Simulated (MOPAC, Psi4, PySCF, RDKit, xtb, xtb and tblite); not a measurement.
Torsional profile of SMILES C#C[SiH2]C=O. Scanned: dihedral C2–Si3–C4–O5; all other coordinates were relaxed at GFN2-xTB. Points at φ and −φ are mirror images.

Geometry of the scan point at -20° (Å):
```
9

C     -2.3519     0.7779     0.4527
C     -1.2887     0.2387     0.6137
Si     0.3503    -0.5730     0.8324
C      1.5289     0.0531    -0.5532
O      1.1751     0.5550    -1.5880
H     -3.2817     1.2500     0.3114
H      0.2413    -2.0264     0.6812
H      0.9519    -0.1917     2.1137
H      2.6193    -0.0902    -0.3714
```

GFN2-xTB (xtb and tblite); MMFF94 // GFN2-xTB (RDKit); PBE/def2-TZVP // GFN2-xTB (Psi4); PBE-D3(BJ)/def2-TZVP // GFN2-xTB (Psi4); MP2/cc-pVTZ = DF-MP2 (frozen core)/cc-pVTZ // GFN2-xTB (Psi4); HF/cc-pVTZ // GFN2-xTB (Psi4); AM1, restricted, heats of formation // GFN2-xTB (MOPAC); PM3, restricted, heats of formation // GFN2-xTB (MOPAC); GFN1-xTB // GFN2-xTB (xtb); RKS-B3LYP/6-31G* = restricted B3LYP/6-31G*, spherical d // GFN2-xTB (PySCF); RMP2/6-31G* = restricted MP2 (frozen core)/6-31G*, spherical d // GFN2-xTB in PySCF; RHF/6-31G* = PySCF with restricted Hartree-Fock/6-31G*, spherical d // GFN2-xTB; RMP2/3-21G = restricted MP2 (frozen core)/3-21G // GFN2-xTB (PySCF).

Least-squares fit of E(φ) = a0 + Σ (a_n cos nφ + b_n sin nφ), n = 1 to 4, to the 18 scan points, in kJ/mol above the lowest point of each profile (levels whose profile four harmonics don't fit are not listed):

| method | a0 | a1 | b1 | a2 | b2 | a3 | b3 | a4 | b4 | rms of fit |
|---|---|---|---|---|---|---|---|---|---|---|
| GFN2-xTB | 1.80 | 1.89 | 0.00 | 0.05 | 0.00 | -0.77 | 0.00 | -0.05 | 0.00 | 0.01 |
| MMFF94 | 3.80 | 2.81 | 0.00 | -0.58 | 0.00 | 0.49 | 0.00 | 0.13 | 0.00 | 0.02 |
| PBE/def2-TZVP | 2.19 | 1.96 | 0.00 | -0.97 | 0.00 | -0.98 | 0.00 | -0.24 | 0.00 | 0.01 |
| PBE-D3(BJ)/def2-TZVP | 2.18 | 1.94 | 0.00 | -0.98 | 0.00 | -0.97 | 0.00 | -0.24 | 0.00 | 0.01 |
| MP2/cc-pVTZ | 1.85 | 1.76 | 0.00 | -0.62 | 0.00 | -0.71 | 0.00 | -0.16 | 0.00 | 0.01 |
| HF/cc-pVTZ | 2.76 | 2.85 | 0.00 | -0.69 | 0.00 | -1.09 | 0.00 | -0.10 | 0.00 | 0.01 |
| AM1 | 1.59 | 0.94 | 0.00 | -0.86 | 0.00 | -0.21 | 0.00 | 0.00 | 0.00 | 0.01 |
| PM3 | 1.50 | 0.49 | 0.00 | -1.49 | 0.00 | -0.58 | 0.00 | 0.04 | 0.00 | 0.02 |
| GFN1-xTB | 1.78 | -0.29 | 0.00 | 0.29 | 0.00 | -1.59 | 0.00 | -0.17 | 0.00 | 0.05 |
| RKS-B3LYP/6-31G* | 2.36 | 1.86 | 0.00 | -0.56 | 0.00 | -0.33 | 0.00 | -0.24 | 0.00 | 0.01 |
| RMP2/6-31G* | 2.57 | 1.85 | 0.00 | -0.59 | 0.00 | -0.14 | 0.00 | -0.23 | 0.00 | 0.02 |
| RHF/6-31G* | 2.94 | 2.81 | 0.00 | -0.64 | 0.00 | -0.66 | 0.00 | -0.11 | 0.00 | 0.01 |
| RMP2/3-21G | 3.59 | 2.03 | 0.00 | -0.50 | 0.00 | 0.68 | 0.00 | -0.31 | 0.00 | 0.04 |

MMFF94 has few fitted parameters for silicon.
